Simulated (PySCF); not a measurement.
C3H6OSi, SMILES C#C[Si@@H](C)O.

Geometry optimised at r2SCAN-D4/def2-SVP. The structure was generated by enumeration; whether it is a known compound was not checked. The values are those of a single conformer.

Computed with HF/def2-TZVP in PySCF.

The molecule is in vacuum.

Computed frontier levels, gap, dipole moment and polarisability:
```yaml
highest_occupied_level: -10.82 eV
lowest_empty_level: 3.05 eV
orbital_gap: 13.87 eV
dipole_moment: 0.245 e·Å
quadrupole, principal values (traceless, Buckingham form, about the centre of nuclear charge): -7.59, 1.61, 5.98 D·Å
mean_static_polarisability: 57.2 bohr³ (8.47 Å³)
polarisability_principal_values: 46.4, 50.5, 74.6 bohr³
```
